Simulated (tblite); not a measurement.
Species: C7H9O (doublet state).
Z-matrix (Å and degrees, GFN2-xTB geometry), rows numbered from 1:
```
C 
C   1  1.4101
C   2  1.5420  1  130.16
C   3  1.5349  2   75.74  1   173.62
C   4  1.5364  3   87.87  2    41.65
C   4  1.5342  3   88.48  2   -48.21
C   6  1.4701  2  117.78  1    61.92
O   7  1.2079  6  127.15  2    77.92
H   1  1.0746  2  120.46  3   157.67
H   1  1.0748  2  120.76  3   -30.23
H   3  1.0878  2  114.55  1   -73.32
H   3  1.0881  2  117.89  1    59.83
H   4  1.0839  3  127.03  2   178.10
H   5  1.0841  2  118.11  1   -60.36
H   5  1.0881  2  114.68  1    73.40
H   6  1.0897  2  111.05  1   -67.51
H   7  1.1100  6  112.54  2  -101.42
```

Method: GFN2-xTB as coded in tblite; computed harmonic values from a numerical Hessian at the method's own geometry, unscaled. The method is semi-empirical: single wavenumbers can be off by several per cent or more. One conformer, not necessarily the lowest. Open shells enter through the occupations alone, without spin polarisation, and single modes of such species can be off by tens of per cent.

Harmonic wavenumbers (cm⁻¹): 93.7, 187.0, 221.6, 240.4, 301.4, 317.8, 436.0, 484.2, 564.2, 655.0, 674.1, 751.9, 848.5, 874.5, 896.7, 941.6, 953.0, 969.9, 998.1, 1015.0, 1029.9, 1042.3, 1090.3, 1121.3, 1137.7, 1163.8, 1195.8, 1203.9, 1223.5, 1342.9, 1359.2, 1390.2, 1423.3, 1489.7, 1518.7, 1724.8, 2734.3, 2971.9, 2999.2, 3005.2, 3008.6, 3026.8, 3061.3, 3113.6, 3154.0.

A = 3510, B = 1908, C = 1628 MHz; mass 109.065 u (most abundant isotopes); point group C1, symmetry number 1; spin multiplicity 2.

Q: Zero-point energy?

A: ½Σν̃ = 29978 cm⁻¹ = 358.62 kJ/mol.

Q: Give the ideal-gas entropy at 200 K and 1 bar in the rigid-rotor, harmonic-oscillator model (classical rotation).

A: Translation 159.07, rotation 111.25, vibration 39.97, spin (R ln 2) 5.76: S = 316.1 J/(mol K).

Q: And Cp and H(200 K) − H(0)?

A: Cp = 92.29 J/(mol K), of which vibrations give 59.03 (their classical limit is 45 R = 374.2); H(200 K) − H(0) = 11.66 kJ/mol without the zero-point energy, 5.01 from vibrations.

Q: Which modes carry the vibrational entropy at 200 K?

A: 93.7 cm⁻¹: 11.75; 187.0 cm⁻¹: 6.45; 221.6 cm⁻¹: 5.27; 240.4 cm⁻¹: 4.72; 301.4 cm⁻¹: 3.34; 317.8 cm⁻¹: 3.04 J/(mol K); the other 39 give 5.40 together.

Q: How do the functions run with temperature in this model?

A: 
| T (K) | S (J/(mol K)) | Cp (J/(mol K)) | H − H(0) (kJ/mol) | G − H(0) (kJ/mol) | ln q(vib) |
| --- | --- | --- | --- | --- | --- |
| 100 | 265.7 | 57.5 | 4.20 | -22.37 | 0.47 |
| 300 | 361.0 | 132.9 | 22.88 | -85.41 | 3.42 |
| 500 | 447.4 | 207.9 | 57.35 | -166.34 | 7.14 |
| 800 | 561.8 | 277.6 | 131.21 | -318.24 | 13.09 |
| 1000 | 627.1 | 306.8 | 189.80 | -437.27 | 16.95 |

q(vib) and H(0) count from the zero-point level.

Q: Blend soft modes into free rotors: weight 1/[1 + (100 cm⁻¹/ν̃)⁴] for the oscillator and the rest for a rotor with moment μB/(μ + B), μ = h/(8π²ν), B = 10⁻⁴⁴ kg m². What vibrational entropy results?

A: 39.58 J/(mol K) in place of 39.97, which changes −T·S at 200 K by +0.08 kJ/mol.

Q: What must be added to the electronic energy to get the Gibbs energy at 200 K and 1 bar?

A: ZPE + [H(200 K) − H(0)] − T·S = 358.62 + 11.66 − 63.21 = 307.07 kJ/mol.

Hindered rotation and anharmonicity are outside this model. Other conformers, if any are populated, would add a mixing term that is left out. The structure is chiral; the term R ln 2 for an equal mix with its mirror image is left out.
